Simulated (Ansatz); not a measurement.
Relaxation of CH5B2I (9 atoms, charge 0, multiplicity 1), to a largest force component of 0.015 eV/Å in at most 40 steps.

Computed with Ansatz, RHF/def2-SVPD.

```xyz
9
Properties=species:S:1:pos:R:3:forces:R:3
B -0.330 1.397 -0.548 -1.39 3.63 -1.56
B -0.169 -0.203 -0.466 0.77 -2.60 0.62
C 0.385 -0.854 0.845 2.04 -0.72 0.01
I -0.622 -1.455 -2.191 0.01 0.07 0.13
H -0.810 1.919 -1.564 0.44 -0.17 0.73
H -0.097 2.145 0.357 0.20 -0.08 0.12
H -0.226 -0.625 1.717 -0.21 -0.01 0.06
H 0.526 -1.939 0.729 -0.17 0.29 0.48
H 1.433 -0.430 1.105 -1.69 -0.41 -0.59
```

Task: Where does it end, and by what steps?

Result: The run converged. After 19 steps the energy has fallen by 0.751 eV; H5 moved furthest, 1.18 Å.

| step | energy less start (eV) | largest force component (eV/Å) | accepted |
| --- | --- | --- | --- |
| 0 | 0.0000 | 3.630 | yes |
| 1 | -0.2827 | 0.995 | yes |
| 2 | -0.3749 | 0.543 | yes |
| 3 | -0.3896 | 0.252 | yes |
| 4 | -0.4211 | 0.191 | yes |
| 5 | -0.4279 | 0.641 | yes |
| 6 | -0.4674 | 0.206 | yes |
| 7 | -0.5417 | 0.295 | yes |
| 8 | -0.6000 | 0.443 | yes |
| 9 | -0.5904 | 1.037 | no |
| 10 | -0.6466 | 0.457 | yes |
| 11 | -0.6813 | 0.355 | yes |
| 12 | -0.7204 | 0.188 | yes |
| 13 | -0.7472 | 0.050 | yes |
| 14 | -0.7478 | 0.061 | yes |
| 15 | -0.7491 | 0.155 | yes |
| 16 | -0.7476 | 0.236 | no |
| 17 | -0.7507 | 0.041 | yes |
| 18 | -0.7509 | 0.049 | yes |
| 19 | -0.7510 | 0.008 | yes |

```xyz
9
Properties=species:S:1:pos:R:3
B -0.455 1.484 -0.601
B 0.005 -0.124 -0.368
C 0.293 -0.956 0.932
I 0.286 -1.102 -2.319
H -1.612 1.784 -0.708
H 0.366 2.353 -0.705
H -0.119 -0.496 1.833
H -0.058 -1.986 0.862
H 1.381 -1.002 1.055
```

Whether the end is a true minimum wasn't checked by a vibrational analysis.

Time of the run: 49 s on 2 threads of Arm Neoverse V2, on a shared host, peak memory 0.36 GiB.
